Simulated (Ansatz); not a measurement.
A short molecular-dynamics run on FH₃OSiSn, SMILES `[F][Sn][O][SiH3]`.

```yaml
crystal:
  periodic: [false, false, false]
  atoms:
    - {symbol: F, position_ang: [-1.710442, -1.987189, 0.024951]}
    - {symbol: Sn, position_ang: [0.149642, -2.468844, 0.323750]}
    - {symbol: O, position_ang: [0.838937, -0.638448, 0.178942]}
    - {symbol: Si, position_ang: [0.309237, 0.892160, -0.082608]}
    - {symbol: H, position_ang: [-0.343299, 1.013235, -1.414118]}
    - {symbol: H, position_ang: [-0.661134, 1.310308, 0.964687]}
    - {symbol: H, position_ang: [1.478159, 1.810678, -0.041203]}
basis:
  gaussian: {orbitals: def2-SVP}
hamiltonian: {xc: {name: PBE}, dispersion: d3bjatm}
md: {timestep: 1 fs, n_steps: 20, ensemble: nve, temperature: 300, initial_velocities: maxwell_boltzmann, seed: 89}
```

```sh
$ ansatz run in.yaml --threads 2 --pin off --events-out ev --progress --plain --max-ram 32768MiB --backend cpu
```

| step | time (fs) | potential energy (eV) | kinetic (eV) | T (K) | conserved (eV) |
| --- | --- | --- | --- | --- | --- |
| 0 | 0.0 | -18509.1559 | 0.1939 | 300 | -18508.9620 |
| 1 | 1.0 | -18509.1528 | 0.1908 | 295 | -18508.9621 |
| 2 | 2.0 | -18509.1385 | 0.1767 | 273 | -18508.9617 |
| 3 | 3.0 | -18509.1175 | 0.1562 | 242 | -18508.9614 |
| 4 | 4.0 | -18509.0962 | 0.1352 | 209 | -18508.9611 |
| 5 | 5.0 | -18509.0792 | 0.1183 | 183 | -18508.9609 |
| 6 | 6.0 | -18509.0688 | 0.1079 | 167 | -18508.9609 |
| 7 | 7.0 | -18509.0649 | 0.1039 | 161 | -18508.9610 |
| 8 | 8.0 | -18509.0658 | 0.1045 | 162 | -18508.9612 |
| 9 | 9.0 | -18509.0681 | 0.1067 | 165 | -18508.9614 |
| 10 | 10.0 | -18509.0691 | 0.1077 | 167 | -18508.9614 |
| 11 | 11.0 | -18509.0689 | 0.1078 | 167 | -18508.9612 |
| 12 | 12.0 | -18509.0719 | 0.1111 | 172 | -18508.9608 |
| 13 | 13.0 | -18509.0839 | 0.1232 | 191 | -18508.9607 |
| 14 | 14.0 | -18509.1066 | 0.1456 | 225 | -18508.9610 |
| 15 | 15.0 | -18509.1345 | 0.1728 | 267 | -18508.9617 |
| 16 | 16.0 | -18509.1579 | 0.1958 | 303 | -18508.9621 |
| 17 | 17.0 | -18509.1700 | 0.2079 | 322 | -18508.9621 |
| 18 | 18.0 | -18509.1706 | 0.2088 | 323 | -18508.9618 |
| 19 | 19.0 | -18509.1643 | 0.2029 | 314 | -18508.9614 |
| 20 | 20.0 | -18509.1566 | 0.1954 | 302 | -18508.9612 |

Velocities are drawn at the set temperature; a run this short doesn't reach equilibrium.

Frames (Å, forces in eV/Å):

```xyz
7
time=0.0 fs
F    -1.710   -1.987    0.025   -0.840    0.253   -0.140
Sn    0.150   -2.469    0.324    0.468   -1.305    0.226
O     0.839   -0.638    0.179    0.803   -0.149    0.121
Si    0.309    0.892   -0.083   -0.275    0.780   -0.134
H    -0.343    1.013   -1.414   -0.159    0.062   -0.308
H    -0.661    1.310    0.965   -0.231    0.129    0.232
H     1.478    1.811   -0.041    0.235    0.229    0.003
7
time=1.0 fs
F    -1.712   -1.988    0.026   -0.808    0.239   -0.136
Sn    0.150   -2.469    0.324    0.423   -1.325    0.224
O     0.835   -0.638    0.181    0.885   -0.086    0.086
Si    0.312    0.892   -0.084   -0.228    1.106    0.183
H    -0.336    1.030   -1.404   -0.242    0.026   -0.498
H    -0.674    1.300    0.969   -0.088    0.084    0.104
H     1.467    1.857   -0.048    0.057   -0.044    0.036
7
time=2.0 fs
F    -1.714   -1.989    0.027   -0.763    0.223   -0.131
Sn    0.150   -2.470    0.324    0.367   -1.339    0.220
O     0.832   -0.638    0.182    0.955   -0.012    0.049
Si    0.316    0.893   -0.085   -0.235    1.420    0.427
H    -0.331    1.047   -1.398   -0.282   -0.015   -0.601
H    -0.688    1.291    0.974    0.066    0.038   -0.034
H     1.457    1.903   -0.054   -0.108   -0.316    0.069
7
time=3.0 fs
F    -1.716   -1.990    0.027   -0.708    0.204   -0.124
Sn    0.150   -2.470    0.323    0.304   -1.343    0.214
O     0.829   -0.638    0.184    1.011    0.070    0.011
Si    0.319    0.894   -0.086   -0.315    1.685    0.550
H    -0.329    1.064   -1.398   -0.268   -0.064   -0.592
H    -0.701    1.283    0.978    0.205    0.001   -0.160
H     1.445    1.946   -0.060   -0.228   -0.553    0.100
7
time=4.0 fs
F    -1.718   -1.991    0.028   -0.645    0.183   -0.115
Sn    0.150   -2.471    0.323    0.235   -1.335    0.205
O     0.827   -0.638    0.186    1.053    0.156   -0.027
Si    0.321    0.896   -0.087   -0.463    1.874    0.541
H    -0.329    1.081   -1.404   -0.202   -0.123   -0.477
H    -0.712    1.274    0.981    0.310   -0.022   -0.255
H     1.432    1.983   -0.065   -0.288   -0.733    0.128
7
time=5.0 fs
F    -1.721   -1.992    0.029   -0.575    0.161   -0.104
Sn    0.151   -2.472    0.323    0.162   -1.313    0.193
O     0.825   -0.638    0.188    1.082    0.241   -0.064
Si    0.324    0.899   -0.088   -0.654    1.968    0.422
H    -0.332    1.096   -1.414   -0.102   -0.187   -0.289
H    -0.720    1.265    0.982    0.372   -0.026   -0.309
H     1.415    2.014   -0.069   -0.285   -0.843    0.151
7
time=6.0 fs
F    -1.724   -1.992    0.029   -0.499    0.137   -0.093
Sn    0.151   -2.473    0.323    0.089   -1.274    0.178
O     0.824   -0.638    0.189    1.097    0.323   -0.098
Si    0.327    0.902   -0.089   -0.862    1.955    0.232
H    -0.335    1.109   -1.427    0.011   -0.250   -0.072
H    -0.724    1.256    0.980    0.383   -0.014   -0.317
H     1.396    2.036   -0.071   -0.219   -0.877    0.170
7
time=7.0 fs
F    -1.728   -1.993    0.030   -0.420    0.114   -0.080
Sn    0.151   -2.474    0.323    0.017   -1.218    0.161
O     0.824   -0.637    0.191    1.099    0.397   -0.130
Si    0.329    0.905   -0.089   -1.061    1.827    0.012
H    -0.338    1.120   -1.441    0.116   -0.303    0.132
H    -0.725    1.246    0.974    0.342    0.015   -0.279
H     1.375    2.050   -0.071   -0.094   -0.832    0.184
7
time=8.0 fs
F    -1.731   -1.993    0.030   -0.338    0.090   -0.068
Sn    0.151   -2.475    0.323   -0.051   -1.144    0.143
O     0.824   -0.637    0.192    1.088    0.462   -0.159
Si    0.331    0.910   -0.090   -1.235    1.583   -0.208
H    -0.340    1.128   -1.453    0.199   -0.341    0.295
H    -0.723    1.237    0.966    0.252    0.057   -0.196
H     1.353    2.056   -0.070    0.085   -0.707    0.193
7
time=9.0 fs
F    -1.735   -1.994    0.031   -0.255    0.066   -0.055
Sn    0.152   -2.476    0.323   -0.115   -1.053    0.123
O     0.826   -0.636    0.194    1.064    0.514   -0.183
Si    0.332    0.915   -0.091   -1.376    1.233   -0.404
H    -0.340    1.133   -1.463    0.253   -0.360    0.399
H    -0.718    1.229    0.956    0.122    0.110   -0.078
H     1.331    2.056   -0.067    0.307   -0.510    0.198
7
time=10.0 fs
F    -1.739   -1.994    0.031   -0.172    0.044   -0.042
Sn    0.152   -2.477    0.323   -0.173   -0.947    0.103
O     0.827   -0.634    0.195    1.027    0.551   -0.204
Si    0.333    0.920   -0.091   -1.473    0.806   -0.556
H    -0.338    1.135   -1.469    0.274   -0.358    0.438
H    -0.712    1.221    0.946   -0.034    0.167    0.061
H     1.313    2.050   -0.062    0.550   -0.263    0.200
7
time=11.0 fs
F    -1.743   -1.994    0.032   -0.090    0.022   -0.030
Sn    0.152   -2.479    0.323   -0.225   -0.827    0.082
O     0.830   -0.633    0.197    0.977    0.573   -0.219
Si    0.334    0.926   -0.092   -1.514    0.354   -0.642
H    -0.333    1.133   -1.470    0.262   -0.336    0.410
H    -0.706    1.215    0.936   -0.191    0.222    0.199
H     1.300    2.042   -0.055    0.780   -0.007    0.200
7
time=12.0 fs
F    -1.747   -1.995    0.032   -0.009    0.001   -0.018
Sn    0.152   -2.480    0.324   -0.271   -0.697    0.061
O     0.833   -0.631    0.198    0.914    0.578   -0.230
Si    0.334    0.932   -0.094   -1.481   -0.055   -0.636
H    -0.326    1.127   -1.468    0.219   -0.295    0.318
H    -0.702    1.211    0.928   -0.319    0.268    0.309
H     1.294    2.034   -0.046    0.947    0.200    0.196
7
time=13.0 fs
F    -1.751   -1.995    0.032    0.070   -0.018   -0.006
Sn    0.152   -2.482    0.324   -0.311   -0.559    0.041
O     0.836   -0.628    0.199    0.837    0.567   -0.235
Si    0.333    0.937   -0.095   -1.357   -0.352   -0.516
H    -0.316    1.119   -1.463    0.150   -0.238    0.168
H    -0.702    1.210    0.922   -0.391    0.299    0.363
H     1.298    2.028   -0.036    1.002    0.302    0.186
7
time=14.0 fs
F    -1.755   -1.995    0.033    0.146   -0.036    0.005
Sn    0.153   -2.483    0.324   -0.345   -0.416    0.021
O     0.840   -0.626    0.199    0.749    0.544   -0.235
Si    0.332    0.943   -0.097   -1.141   -0.503   -0.278
H    -0.305    1.109   -1.456    0.062   -0.169   -0.025
H    -0.704    1.211    0.921   -0.389    0.310    0.348
H     1.311    2.025   -0.023    0.918    0.271    0.164
7
time=15.0 fs
F    -1.759   -1.996    0.033    0.220   -0.053    0.015
Sn    0.153   -2.485    0.324   -0.375   -0.271    0.003
O     0.845   -0.622    0.200    0.649    0.510   -0.229
Si    0.331    0.948   -0.098   -0.854   -0.519    0.054
H    -0.294    1.097   -1.449   -0.032   -0.095   -0.233
H    -0.711    1.216    0.922   -0.315    0.302    0.263
H     1.332    2.024   -0.009    0.707    0.126    0.127
7
time=16.0 fs
F    -1.763   -1.996    0.033    0.291   -0.069    0.025
Sn    0.153   -2.486    0.324   -0.400   -0.126   -0.016
O     0.849   -0.619    0.201    0.541    0.467   -0.219
Si    0.329    0.954   -0.100   -0.541   -0.448    0.425
H    -0.283    1.084   -1.445   -0.115   -0.022   -0.419
H    -0.721    1.223    0.926   -0.189    0.279    0.128
H     1.361    2.024    0.006    0.413   -0.082    0.076
7
time=17.0 fs
F    -1.766   -1.997    0.034    0.358   -0.083    0.035
Sn    0.153   -2.488    0.324   -0.420    0.018   -0.033
O     0.855   -0.616    0.201    0.426    0.416   -0.205
Si    0.327    0.959   -0.101   -0.247   -0.349    0.761
H    -0.273    1.071   -1.444   -0.169    0.045   -0.542
H    -0.732    1.233    0.932   -0.039    0.246   -0.030
H     1.394    2.024    0.022    0.092   -0.293    0.014
7
time=18.0 fs
F    -1.770   -1.997    0.034    0.420   -0.096    0.044
Sn    0.153   -2.489    0.324   -0.436    0.160   -0.051
O     0.860   -0.612    0.201    0.306    0.359   -0.187
Si    0.325    0.964   -0.103   -0.009   -0.267    0.994
H    -0.264    1.058   -1.449   -0.181    0.100   -0.566
H    -0.744    1.246    0.937    0.107    0.208   -0.184
H     1.427    2.021    0.038   -0.207   -0.464   -0.051
7
time=19.0 fs
F    -1.773   -1.998    0.035    0.478   -0.108    0.053
Sn    0.153   -2.491    0.324   -0.448    0.299   -0.068
O     0.866   -0.608    0.201    0.185    0.294   -0.166
Si    0.323    0.969   -0.104    0.159   -0.231    1.086
H    -0.257    1.047   -1.459   -0.150    0.146   -0.483
H    -0.755    1.260    0.940    0.226    0.169   -0.311
H     1.458    2.013    0.054   -0.450   -0.569   -0.112
7
time=20.0 fs
F    -1.776   -1.998    0.035    0.531   -0.119    0.062
Sn    0.153   -2.493    0.324   -0.454    0.435   -0.084
O     0.871   -0.603    0.202    0.062    0.221   -0.142
Si    0.321    0.973   -0.104    0.264   -0.253    1.036
H    -0.252    1.036   -1.474   -0.085    0.183   -0.310
H    -0.764    1.276    0.940    0.304    0.135   -0.398
H     1.485    2.000    0.068   -0.622   -0.601   -0.164
```

Run time 63 s (2 threads of a server CPU on a shared host); peak host memory 0.39 GiB.
